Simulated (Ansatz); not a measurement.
Correlation energies of `[NH2][ZnH]` by basis set

Cartesian coordinates in Å:
```
N 0.5113 -0.4874 -0.4460
Zn -0.4774 0.7429 0.4534
H 0.1165 -0.9666 -1.2414
H 1.0948 -1.1342 0.0632
H -1.2453 1.8453 1.1708
```

Total charge 0; spin multiplicity 1. Correlated methods include outer-core shells of Zn, which these sets cover unevenly. Scalar relativity is left out up to krypton. All single points use the PBE0-D4/def2-TZVP geometry. Frozen core, restricted reference, Ansatz 0.2.0.

```
     basis      HF (Eh)  MP2 corr.
  def2-SVP  -1833.69049   -0.55528
def2-TZVPP  -1834.00959   -1.07290
def2-QZVPP  -1834.05454   -1.13241
```

Q: Estimate the CCSD correlation energy and the (T) correction in each basis where they were run (hartree).

A: 
| basis | CCSD corr. | (T) |
| --- | --- | --- |
| def2-SVP | -0.54456 | -0.01497 |
| def2-TZVPP | -1.00024 | -0.02645 |
